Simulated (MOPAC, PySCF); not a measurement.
F2Si, SMILES `F[Si]F` (lower singlet), neutral singlet in the gas phase. This singlet lies 3.20 eV below the relaxed triplet at the level composite: frozen-core CCSD(T) with HF/cc-pVQZ and the correlation energy extrapolated as X^-3 from cc-pVTZ and cc-pVQZ, plus CCSDT(Q) minus CCSD(T) in cc-pVDZ // PBE0-D3(BJ)/def2-TZVP (Ansatz).

Cartesian coordinates (Å):
```xyz
3

F     -1.2315    -0.3423     0.0000
Si    -0.0006     0.6823     0.0000
F      1.2321    -0.3401     0.0000
```
Charge 0, multiplicity 1.

All levels are single points at this geometry (PBE0-D3(BJ)/def2-TZVP); Pople sets use spherical d functions. Orbital energies aren't observables, and empty levels follow the basis.

| level | HOMO (eV) | LUMO (eV) | gap (eV) | dipole (D) | vertical IE, Delta-SCF (eV) |
|---|---|---|---|---|---|
| PBE-D3(BJ)/def2-TZVP in PySCF | -7.08 | -2.95 | 4.13 | 0.98 | – |
| PBE0-D3(BJ)/def2-TZVP in PySCF | -8.30 | -2.13 | 6.17 | 1.09 | – |
| B3LYP/3-21G in PySCF | -7.68 | -2.05 | 5.63 | 0.85 | – |
| B3LYP/6-311+G** in PySCF | -8.34 | -2.59 | 5.74 | 1.47 | – |
| B3LYP/6-31G* in PySCF | -7.87 | -2.04 | 5.83 | 0.90 | 10.92 |
| BP86/6-31G* in PySCF | -6.91 | -2.72 | 4.19 | 0.69 | – |
| SVWN5/6-31G* in PySCF | -6.92 | -2.81 | 4.11 | 0.72 | 10.86 |
| HF/3-21G in PySCF | -10.94 | 1.15 | 12.09 | 1.52 | – |
| HF/6-31G* in PySCF | -10.91 | 1.24 | 12.15 | 1.18 | 10.12 |
| AM1 in MOPAC | -8.09 | -0.54 | 7.55 | 0.67 | – |
| PM3 in MOPAC | -8.61 | -1.51 | 7.10 | 0.13 | – |
| PM6 in MOPAC | -8.89 | -0.81 | 8.08 | 2.94 | – |
| PM7 in MOPAC | -12.03 | -0.98 | 11.05 | 1.20 | – |
